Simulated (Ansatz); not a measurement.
Cartesian coordinates in Å:
```
C -2.171 -1.369 -0.650
C -1.874 -0.683 0.448
C -0.619 -0.800 1.226
Sn 0.761 0.771 0.666
C -0.179 2.630 0.245
O 1.504 0.246 -1.087
C 2.235 -0.940 -1.208
H -1.494 -2.114 -1.055
H -3.100 -1.206 -1.182
H -2.587 0.059 0.804
H -0.789 -0.720 2.302
H -0.102 -1.743 1.030
H 2.093 0.854 1.752
H -0.997 2.459 -0.455
H 0.546 3.305 -0.208
H -0.570 3.082 1.156
H 2.608 -1.020 -2.235
H 1.627 -1.836 -1.011
H 3.107 -0.975 -0.537
```

The species carries charge 0 and has multiplicity 1. Sn: def2 effective core potential.

(1) List the r2SCAN/def2-TZVPP orbital energies in eV (Ansatz). (Estimate.)

Results:

(1) The calculation gave: Occupied: -514.92, -273.84, -273.31, -273.27, -273.03, -272.69, -136.86, -91.71, -91.66, -91.64, -26.78, -26.12, -26.12, -26.02, -26.01, -24.81, -20.61, -18.08, -17.63, -16.81, -14.31, -12.61, -12.00, -10.89, -10.80, -10.61, -10.53, -10.35, -9.99, -9.65, -8.82, -8.26, -7.57, -6.74, -6.19, -5.76. Lowest empty: -0.78, -0.12, 0.14, 0.70, 1.39, 1.73, 2.16, 2.25.
